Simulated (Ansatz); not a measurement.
A CCSD(T) single point on H4InNS2 (`[NH2][In]([SH])[SH]`).

```yaml
crystal:
  periodic: [false, false, false]
  atoms:
    - {symbol: N, position_ang: [-1.675587, 0.142398, 0.543116]}
    - {symbol: In, position_ang: [0.171937, 0.009858, -0.250101]}
    - {symbol: S, position_ang: [2.110463, 0.118280, 1.127764]}
    - {symbol: S, position_ang: [0.437552, -0.058657, -2.611450]}
    - {symbol: H, position_ang: [-2.433952, -0.210841, -0.023141]}
    - {symbol: H, position_ang: [-1.787356, -0.193124, 1.489099]}
    - {symbol: H, position_ang: [1.398378, 0.222251, 2.262628]}
    - {symbol: H, position_ang: [1.778565, -0.030165, -2.537914]}
basis:
  gaussian: {orbitals: def2-QZVPP}
correlation: {method: ccsd_t}
```

```sh
$ ansatz run in.yaml --threads 2 --pin off --events-out ev --progress --plain --max-ram 32768MiB --backend cuda --devices 0, --max-vram 18GiB
```

Log, shortened:

```
Functional definition: HF
2414 factors; integrals over basis functions are off by at most 1.2e-3 eV
mean field evaluation 1: about -28328.6832 eV, gradient 4.2e1 eV
mean field evaluation 2: about -28328.8163 eV, gradient 4.2e1 eV
mean field evaluation 4: about -28332.7326 eV, gradient 3.7e0 eV
mean field evaluation 8: about -28332.8028 eV, gradient 3.6e-1 eV
mean field evaluation 16: about -28332.8037 eV, gradient 1.1e-6 eV
mean field -28332.80371421 eV, -1041.2113318333 hartree, gradient 1.1e-6 eV, S^2 0.000000; 0 other end points of the search recorded, 0 dependent functions left out
15 core orbitals not correlated: weight in the atoms' cores, before any rotation towards them, 1.000 or more for the frozen orbitals, at most 0.000 for the correlated occupied ones
reference -28332.80371421 eV, -1041.2113318333 hartree; 17, 17 occupied and 367, 367 virtual orbitals, 2414 factors
second order -29.77647111 eV of doubles, -0.00000000 eV of singles
cycle   1  -29.10209916 eV  change    6.7e-1 eV  update   1.2e-1
cycle   2  -29.73308704 eV  change   -6.3e-1 eV  update   3.4e-2
cycle   3  -29.87399133 eV  change   -1.4e-1 eV  update   2.0e-2
cycle   4  -29.84818969 eV  change    2.6e-2 eV  update   5.4e-3
cycle   5  -29.84352943 eV  change    4.7e-3 eV  update   2.8e-3
cycle   6  -29.84535220 eV  change   -1.8e-3 eV  update   9.5e-4
cycle   7  -29.84508629 eV  change    2.7e-4 eV  update   4.4e-4
cycle   8  -29.84487344 eV  change    2.1e-4 eV  update   1.5e-4
cycle   9  -29.84499906 eV  change   -1.3e-4 eV  update   6.9e-5
cycle  10  -29.84502149 eV  change   -2.2e-5 eV  update   2.3e-5
perturbative correction -1.23977919 eV, -0.0455610448 hartree
Total energy: -28363.88851490 eV, -1042.3536771883 hartree
```

Hardware: 2 threads of an AMD EPYC 7R13 on a shared host and a share of an NVIDIA H100 80 GB. Wall time 15 s, peak host memory 0.9 GiB.

Correlation energy per correlated electron: -0.914 eV. T1 diagnostic: 0.0132.
